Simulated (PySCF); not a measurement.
Species: 3-methoxypropanoic acid, C₄H₈O₃.
Atom-mapped SMILES: `[CH3:1][O:2][CH2:3][CH2:4][C:5](=[O:6])[OH:7]` (hydrogens: H8, H9, H10 on C1; H11, H12 on C3; H13, H14 on C4; H15 on O7)

Computed, not measured: PySCF, PBE0-D3(BJ)/def2-SVP geometry optimisation, gas phase.

Problem. What internal coordinates does the optimisation give?

Solution. 
| bond | length (pm) | order |
| --- | --- | --- |
| C1–O2 | 139.2 | single |
| O2–C3 | 139.5 | single |
| C3–C4 | 151.1 | single |
| C4–C5 | 150.0 | single |
| C5=O6 | 120.4 | double |
| C5–O7 | 133.9 | single |
| C1–H8, C1–H9 | 110.8 | single |
| C1–H10 | 109.9 | single |
| C3–H11, C3–H12 | 110.9 | single |
| C4–H13, C4–H14 | 110.2 | single |
| O7–H15 | 97.0 | single |

Bonds in one row agree within 1 pm and their mean is given. Orders are formal, as drawn. A selection of angles:
| angle | degrees |
| --- | --- |
| O2–C1–H8 | 112.0 |
| O2–C1–H10 | 108.0 |
| H8–C1–H9 | 107.7 |
| H8–C1–H10 | 108.5 |
| C1–O2–C3 | 113.1 |
| O2–C3–C4 | 108.2 |
| O2–C3–H11 | 111.3 |
| C4–C3–H11 | 110.0 |
| H11–C3–H12 | 106.1 |
| C3–C4–C5 | 112.5 |
| C3–C4–H13 | 110.7 |
| C3–C4–H14 | 110.4 |
| C5–C4–H13 | 109.0 |
| C5–C4–H14 | 108.4 |
| H13–C4–H14 | 105.5 |
| C4–C5–O6 | 125.4 |
| C4–C5–O7 | 112.0 |
| O6–C5–O7 | 122.6 |
| C5–O7–H15 | 106.4 |

Dihedral angles: C1–O2–C3–C4 180° (antiperiplanar); O2–C3–C4–C5 -179° (antiperiplanar); C3–C4–C5–O6 -4° (synperiplanar); H15–O7–C5–C4 179° (antiperiplanar). The mirror-image conformer, all signs reversed, is as good.

O2 (ether oxygen) is bent (angle 113.1°). Of the pairs four or more bonds apart, O6···H11 is among the closest relative to their van der Waals radii: 2.75 Å, 101 % of the sum of Bondi's values. The 4 C–O bonds span 1.204 Å (C5=O6, drawn double) to 1.395 Å (O2–C3, drawn single), a spread of 0.191 Å.

Point group: near Cs, missed by 0.13 Å at most; the miss may be what the optimiser left on a soft mode. Whether it is a minimum is left open (no frequencies). The numbers are those of one conformer (C1–O2–C3–C4 180°, O2–C3–C4–C5 -179°, C3–C4–C5–O6 -4°, C4–C5–O7–H 179°).
